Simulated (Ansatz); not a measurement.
The same path of ClH3OSn + H2O (9 atoms, charge 0, multiplicity 1) was run 3 times with different band settings. Lost on the way: Sn1–Cl2, O7–H9. Made: Sn1–O7, Cl2–H9.

Level of theory: RKS B3LYP-D4/def2-SVP in Ansatz.

Relaxed end points:

```xyz
9
Properties=species:S:1:pos:R:3
Sn 0.123 -0.167 0.021
Cl 0.163 -0.675 2.359
H 1.653 -0.241 -0.722
O -0.892 1.546 -0.292
H -1.824 1.392 -0.495
H -0.998 -1.351 -0.555
O 1.281 1.981 1.026
H 1.137 1.808 1.969
H 0.456 2.411 0.728
```

```xyz
9
Properties=species:S:1:pos:R:3
Sn 0.445 0.146 -0.459
Cl -1.289 1.135 2.557
H 1.507 0.422 -1.770
O -1.116 1.318 -0.785
H -1.622 1.414 0.042
H 0.066 -1.456 -0.009
O 1.314 0.891 1.232
H 1.796 1.719 1.084
H -0.002 1.116 2.146
```

Common settings: spring 5.0 eV/Å²; start path through a guess of the saddle point; force threshold 0.05 eV/Å; end points relaxed.

| run | movable images | climbing image | optimiser | iteration limit | largest step |
| --- | --- | --- | --- | --- | --- |
| 1 | 9 | yes | quadratic models (default) | 48 | default |
| 2 | 9 | yes | lbfgs | 46 | 0.02 Å |
| 3 | 3 | no | quadratic models (default) | 60 | default |

Task: What does each run give, and how far can it be trusted?

Result: Run 1: converged after 36 iterations, highest image 0.866 eV above the first end. The profile has 2 maxima (images 3, 7) with wells between them (image 5): this band takes more than one step, which may be the mechanism or a detour left from its start path. A vibrational analysis at the climbing image gives one clearly imaginary mode, 276i cm⁻¹: a first-order saddle point.
Run 2: not converged after 46 iterations, highest image 1.098 eV above the first end. The band didn't meet its force threshold, so its energies are provisional: the largest band force was still 0.45 eV/Å, and over the last iterations the top stayed at 1.10 eV.
Run 3: converged after 16 iterations, highest image 0.836 eV above the first end. No image climbed, so the highest image needn't sit at the top of the path. So few images can step over the top or miss a turn of the path.
The orbitals stay closed-shell, which can raise the energy where a bond breaks towards radicals; this wasn't checked here.
